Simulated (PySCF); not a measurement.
# Spin states and ions at one geometry of Pb3

PySCF 2.14.0, RKS BP86, Pb def2-SVP with ECP60; non-relativistic Hamiltonian with scalar-relativistic core potentials where named; density fitting; no spin-orbit coupling; singlets restricted, open shells unrestricted. The geometry is relaxed for charge 0, singlet, vacuum:

```xyz
3

Pb    0.0000    0.0000    2.8019
Pb    0.0000    0.0000    0.0000
Pb    0.0000    0.0000   -2.8019
```

Energies count from the relaxed state; an electron taken off or put on is at rest in vacuum. Charges and spins are Mulliken's.

| state | energy (eV) | spin squared | charge on Pb1 (e) | spin on Pb1 (e) | dipole about the centre of mass (D) |
| --- | --- | --- | --- | --- | --- |
| charge 0, singlet, vacuum | 0.00 | 0.00 | 0.07 | 0.00 | 0.00 |
| charge 0, quintet, vacuum | 1.02 | 6.00 | -0.06 | 1.39 | 0.00 |
| charge +1, doublet, vacuum | 6.61 | 0.75 | 0.51 | 0.24 | 0.00 |
| charge -1, doublet, vacuum | -1.64 | 0.78 | -0.42 | 0.64 | 0.01 |

Problem. What does the state charge 0, triplet, vacuum give?

Solution. energy (eV) 0.51, spin squared 2.00, charge on Pb1 (e) 0.02, spin on Pb1 (e) 0.77, dipole about the centre of mass (D) 0.00.

With an electron taken off (doublet) the charges change, summed by element, by Pb +1.00 e. The vertical ionisation energy is 6.61 eV, against −ε(HOMO) = 4.49 eV of the relaxed state. The level lies 2.1 eV too high, as is usual for semilocal functionals and global hybrids, which keep a self-interaction error.

With an electron put on (doublet) the charges change, summed by element, by Pb -1.00 e. The vertical electron affinity is 1.64 eV, against −ε(LUMO) = 3.64 eV of the relaxed state. The basis has no diffuse functions, which an added electron needs. The added electron's level lies above zero.

Open shells may have lower solutions than those found. A restricted singlet can lie too high where a spin-broken solution exists, which wasn't tested: charge 0, singlet, vacuum.

The gap of the closed shell is small, and it wasn't tested for a lower spin-broken solution at this geometry.
